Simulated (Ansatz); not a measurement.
Isolated molecules relaxed with PBE0-D4/def2-TZVP in Ansatz; ΔE leaves out vibrations. CBS: MP2 limit from def2 TZ/QZ plus the TZ coupled-cluster correction, frozen cores. DFT in def2-TZVPP. For Ge outer-core shells are correlated without core-valence functions, which leaves a few kJ/mol of doubt a bond. Scalar relativity is left out up to krypton. One conformer a species, not always the lowest.

Consider the substitution at a C–Ge bond: `[F][Ge]([F])([F])[c]1ccccc1` + `C[SiH2][NH][GeH3]` → `C[SiH2][N]([GeH3])c1ccccc1` + `[F][GeH]([F])[F]`.

Q: Is it downhill or uphill in electronic energy at CCSD(T)/CBS, and by how much? (Best estimate.)

A: The calculation gave: Uphill: ΔE = +51.5 kJ/mol.

Q: What do these levels give: PBE-D4, revPBE-D4, BLYP-D4, PBE0-D4, r2SCANh-D4, r2SCAN0-D4, r2SCAN, PBE0, MP2/def2-SVP, SCS-MP2/def2-TZVPP, CCSD/def2-TZVPP, SCS-MP2/def2-QZVPP? (Best estimate.)

A: The calculation gave: PBE-D4 39.9, revPBE-D4 34.5, BLYP-D4 42.0, PBE0-D4 43.1, r2SCANh-D4 46.3, r2SCAN0-D4 47.2, r2SCAN 49.4, PBE0 52.6, MP2/def2-SVP 34.9, SCS-MP2/def2-TZVPP 50.6, CCSD/def2-TZVPP 55.4, SCS-MP2/def2-QZVPP 51.1 kJ/mol.

Largest T1 diagnostic among the species: 0.012.

The D4 term adds −15.5 kJ/mol with B3LYP and −9.4 kJ/mol with PBE0; it sums over pairs of atoms, weighted by their polarisabilities, and B3LYP, whose exchange is more repulsive, gets the larger term. In def2-TZVPP, CCSD(T) changes the Hartree–Fock value by −22.2 kJ/mol (the triples alone add −4.9 kJ/mol) and MP2 by −26.6 kJ/mol.

B3LYP here is the variant with VWN-RPA as its local correlation; programs differ in this.
